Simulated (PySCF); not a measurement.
C2H8AlN.

```xyz
12

Al     0.0000     0.0000     0.0250
C      1.7218     0.0000    -0.9163
H      2.5887     0.0000    -0.2350
H      1.8159     0.8834    -1.5726
H      1.8159    -0.8834    -1.5726
C     -1.7218     0.0000    -0.9163
H     -1.8159     0.8834    -1.5726
H     -2.5887     0.0000    -0.2350
H     -1.8159    -0.8834    -1.5726
N      0.0000     0.0000     1.8063
H     -0.8295     0.0000     2.3930
H      0.8295     0.0000     2.3930
```

Geometry optimised at B3LYP-D3(BJ)/def2-SVP. The structure was generated by enumeration; whether it is a known compound was not checked. One conformer was computed; it need not be the lowest.

All values below come from PBE/pcSseg-1 (PySCF). Non-relativistic, no solvent.

Computed absolute GIAO shielding of each atom: isotropic value and principal components (ppm):
```
atom  σ(iso)    σ11    σ22    σ33  span
----  ------  -----  -----  -----  ----
Al1    316.5  267.4  325.0  357.1  89.7
C2     193.5  185.9  194.3  200.3  14.4
H3      31.8   27.2   29.3   38.8  11.7
H4      31.7   27.7   28.8   38.5  10.7
H5      31.7   27.7   28.8   38.5  10.7
C6     193.5  185.9  194.3  200.3  14.4
H7      31.7   27.7   28.8   38.5  10.7
H8      31.8   27.2   29.3   38.8  11.7
H9      31.7   27.7   28.8   38.5  10.7
N10    209.3  163.1  217.5  247.2  84.1
H11     29.7   24.0   26.1   39.0  15.0
H12     29.7   24.0   26.1   39.0  15.0
```
